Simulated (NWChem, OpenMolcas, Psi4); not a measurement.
## How basis sets differ on C2H8OSi (SMILES CC[SiH2]O)

C2H8OSi: 12 atoms, total charge 0, spin state singlet. SMILES: `CC[SiH2]O`. The shape is that of a PBE0-D4/def2-TZVP optimisation. This is one conformer, not always the lowest.

```csv
atom,x (Å),y (Å),z (Å)
C,-1.4620,-0.3151,-0.1304
C,-0.1931,-0.5952,0.6706
Si,1.3481,0.1382,-0.0886
O,1.2580,1.7827,-0.2296
H,-1.3847,-0.7013,-1.1508
H,-1.6591,0.7583,-0.1987
H,-2.3414,-0.7753,0.3268
H,-0.2921,-0.2109,1.6917
H,-0.0311,-1.6758,0.7672
H,1.5558,-0.4735,-1.4355
H,2.5306,-0.1249,0.7691
H,0.7481,2.1376,-0.9579
```

Quantity: the dipole moment, in D. The values are calculated.

```
                          level          kind     program  value (D)  CPU time
           HF/ANO-RCC-MB (DKH2)  Hartree–Fock  OpenMolcas       1.77     3.3 s
                      HF/STO-3G  Hartree–Fock      NWChem       1.24       3 s
                       HF/3-21G  Hartree–Fock      NWChem       2.06     4.2 s
HF/ANO-R1 (sfX2C, RICD fitting)  Hartree–Fock  OpenMolcas       1.72      12 s
                     HF/cc-pVDZ  Hartree–Fock        Psi4       1.70      16 s
```

The values span 1.24 to 2.06 D. Magnitudes only. Sets without polarisation functions give poor dipoles. Times are those of the runs behind each value, whatever else they computed, on shared processors of several kinds: orders of magnitude only.
